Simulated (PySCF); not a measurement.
# KS, CCSD: how much the basis matters

PySCF, UHF reference; doublet, unpaired electrons π ↑; De to K + S without counterpoise correction. Frozen cores follow the default of each basis and core potential.

```json
{"basis": "x2c-SVPall", "relativity": "spin-free X2C", "functions": "42", "Re (Å)": "2.860", "ωe (cm⁻¹)": "252", "De (eV)": "1.87", "frozen orbitals": "10"}
{"basis": "def2-SVPD", "relativity": "no relativity", "functions": "54", "Re (Å)": "2.918", "ωe (cm⁻¹)": "241", "De (eV)": "2.36", "frozen orbitals": "10"}
{"basis": "x2c-TZVPPall", "relativity": "spin-free X2C", "functions": "75", "Re (Å)": "2.855", "ωe (cm⁻¹)": "256", "De (eV)": "2.33", "frozen orbitals": "10"}
```

(1) How does each smaller set differ from the one with most functions, x2c-TZVPPall?

Correlated steps freeze 10 core orbitals. Correlated levels converge slowly with the basis: in double zeta they bind strong bonds too weakly, by up to about 1 eV, and carry superposition errors of some tenths. The state is the lowest determinant that a PBE0 search found; another state may lie lower at other levels.

Answers

(1) x2c-SVPall: +0.5 pm, -1.6 % in ωe, -0.46 eV in De; def2-SVPD: +6.3 pm, -5.9 % in ωe, +0.03 eV in De. All at CCSD; the set with most functions is neither the basis-set limit nor always the best. The rows treat relativity differently, so the differences are not basis effects alone.
